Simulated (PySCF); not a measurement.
benzene (C₆H₆), SMILES c1ccccc1.

Coordinates come from a B3LYP-D3(BJ)/def2-SVP optimisation.

All values below come from TDDFT-CAM-B3LYP/def2-SVPD run with PySCF.

Vertical excitations; the highest root listed may be one member of a degenerate set. The molecule is in vacuum. State labels are in the subgroup D2h.

Computed excitation energies, oscillator strengths and character:
```tsv
state	symmetry	energy (eV)	λ (nm)	f	main pairs
S1	B2u	5.47	227	0.000	HOMO−1→LUMO+1 50 %, HOMO→LUMO 50 %
S2	B3u	6.19	200	0.000	HOMO→LUMO+1 49 %, HOMO−1→LUMO 49 %
S3	B2u	7.15	173	0.617	HOMO→LUMO, HOMO−1→LUMO+1 (degenerate set)
S4	B3u	7.15	173	0.617	HOMO−1→LUMO, HOMO→LUMO+1 (degenerate set)
S5	B2g	7.30	170	0.000	HOMO→LUMO+2 (degenerate set)
S6	B3g	7.30	170	0.000	HOMO−1→LUMO+2 (degenerate set)
S7	B1u	7.82	159	0.092	HOMO→LUMO+3 47 %, HOMO−1→LUMO+4 47 %
S8	Au	7.91	157	0.000	HOMO−3→LUMO 49 %, HOMO−2→LUMO+1 49 %
S9	B1u	7.96	156	0.000	HOMO−1→LUMO+4, HOMO→LUMO+3 (degenerate set)
S10	Au	7.96	156	0.000	HOMO−1→LUMO+3, HOMO→LUMO+4 (degenerate set)
T1	B3u	4.08	304	0	HOMO−1→LUMO 48 %, HOMO→LUMO+1 48 %
T2	B2u	4.81	258	0	HOMO−1→LUMO+1, HOMO→LUMO (degenerate set)
T3	B3u	4.81	258	0	HOMO→LUMO+1, HOMO−1→LUMO (degenerate set)
T4	B2u	5.19	239	0	HOMO→LUMO 50 %, HOMO−1→LUMO+1 50 %
```
Triplets are in the Tamm–Dancoff approximation, which puts them higher than full response would, so one can lie above its singlet here.
